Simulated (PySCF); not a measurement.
In(F)(Cl)(OMe) (CH3ClFInO), SMILES [O]([In]([F])[Cl])C.

Geometry optimised at PBE0-D3(BJ)/def2-SVP. The structure was generated by enumeration; whether it is a known compound was not checked. The def2 effective core potentials stand for the cores of In; spin–orbit coupling is left out. The values are those of a single conformer.

Two levels are set side by side: TDA-PBE/def2-SVPD (PySCF) and TDA-ωB97X/def2-SVPD (PySCF). Vertical, same geometry. The lowest singlet is HOMO→LUMO 100 % with PBE and HOMO→LUMO 93 % with the other functional; states are paired by order. Differences are taken from unrounded values.

| quantity | TDA-ωB97X | TDA-PBE | TDA-PBE minus TDA-ωB97X |
|---|---|---|---|
| lowest singlet excitation (eV) | 4.63 | 3.19 | -1.44 |
| lowest triplet excitation (TDA) (eV) | 4.25 | 2.85 | -1.40 |
| first bright state (f over 0.05) (eV) | 5.36 | 4.09 | -1.26 |
| its oscillator strength | 0.09 | 0.07 | -0.02 |

Functionals without exact exchange tend to place singlet excitations lower, as here. Differences between two approximate levels are no errors against the true value.

Rough cost on one machine, each run with all the roots and properties that it gave: TDA-ωB97X against TDA-PBE about 3 times.
